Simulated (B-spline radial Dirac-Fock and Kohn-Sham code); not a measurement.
## Anomalous scattering factors of Te, 4 keV to 67.63 keV

Calculated with a radial B-spline solver, using the dispersion relation over Dirac-Hartree-Slater subshell photoionisation cross sections, with the Kissel-Pratt high-energy constant (isolated atom, no bound-bound lines or fine structure). The forward scattering factor is f₀ + f′ + i f″.

Input of the calculation (task.json; shells as n, l, electrons):

```json
{"items": [{
  "Z": 52,
  "q": 0,
  "cfg": [[1, 0, 2], [2, 0, 2], [2, 1, 6], [3, 0, 2], [3, 1, 6], [3, 2, 10], [4, 0, 2], [4, 1, 6], [4, 2, 10], [5, 0, 2], [5, 1, 4]],
  "A": 130,
  "rrms": 4.7423,
  "do": "dispersion",
  "hv": [626.2, 1000.0, 1045.0, 1200.0, 1219.0, 1224.0, 1253.6, 1486.9, 1503.0, 1520.0, 1638.0, 1665.0, 2000.0, 2433.0, 2883.0, 2984.4, 3739.0, 4000.0, 4510.9, 5280.0, 5414.7, 6000.0, 6403.9, 6930.3, 8047.8, 8823.0, 9127.0, 9251.7, 10560.0, 12000.0, 13670.0, 15000.0, 16480.0, 17220.0, 17479.3, 18730.0, 19340.0, 22162.9, 24209.8, 30000.0, 40000.0, 47480.0, 60880.0, 67630.0],
  "edges": {"K": 31814.0, "L1": 4939.0, "L2": 4612.0, "L3": 4341.0, "M1": 1006.0, "M2": 870.8, "M3": 820.8, "M4": 583.4, "M5": 573.0, "N1": 169.4, "N2": 103.3, "N3": 103.3}
}]}
```

Run with: `python xray2_run.py task.json out`

Edges near this range: K 31814.0 eV, L1 4939.0 eV, L2 4612.0 eV, L3 4341.0 eV.

```tsv
hν (eV)	λ (Å)	f′ (e)	f″ (e)	tabulated f′	tabulated f″
4000	3.100	-9.019	3.933	-9.14	3.64
4510.9	2.749	-11.752	10.139	-11.88	9.95
5280	2.348	-4.754	12.552	-4.77	12.19
5414.7	2.290	-4.025	12.079	-4.03	11.75
6000	2.066	-2.107	10.293	-2.10	10.09
6403.9	1.936	-1.376	9.287	-1.38	9.11
6930.3	1.789	-0.774	8.189	-0.78	8.02
8047.8	1.541	-0.153	6.425	-0.16	6.31
8823	1.405	0.016	5.520	0.00	5.45
9127	1.358	0.051	5.217	0.04	5.14
9251.7	1.340	0.061	5.100	0.05	5.02
10560	1.174	0.081	4.083	0.07	3.97
12000	1.033	0.001	3.283	-0.01	3.16
13670	0.9070	-0.140	2.623	-0.15	2.52
15000	0.8266	?	?	?	?
16480	0.7523	-0.401	1.891	-0.42	1.82
17220	0.7200	-0.470	1.750	-0.49	1.69
17479.3	0.7093	-0.494	1.704	-0.51	1.65
18730	0.6620	-0.610	1.508	-0.62	1.47
19340	0.6411	-0.667	1.424	-0.68	1.39
22162.9	0.5594	-0.935	1.115	-0.94	1.09
24209.8	0.5121	-1.150	0.951	-1.16	0.93
30000	0.4133	-2.306	0.644	-2.32	0.63
40000	0.3100	-0.514	2.434	-0.53	2.41
47480	0.2611	-0.104	1.825	-0.11	1.80
60880	0.2037	0.063	1.186	0.06	1.17
67630	0.1833	0.069	0.984	0.06	0.98
```

Problem. What are f′ and f″ at 15000 eV?

Solution. f′ = -0.263 and f″ = 2.231 electrons (tables: -0.27 and 2.14). By the optical theorem f″ corresponds to a photoabsorption cross section 2 rₑ λ f″ = 10400 b.

Tabulated f′: xraylib 4.2 anomalous scattering factors (Cullen et al., EPDL97); f″: Chantler's tables (J. Phys. Chem. Ref. Data 1995 and 2000). Both are theoretical tables.
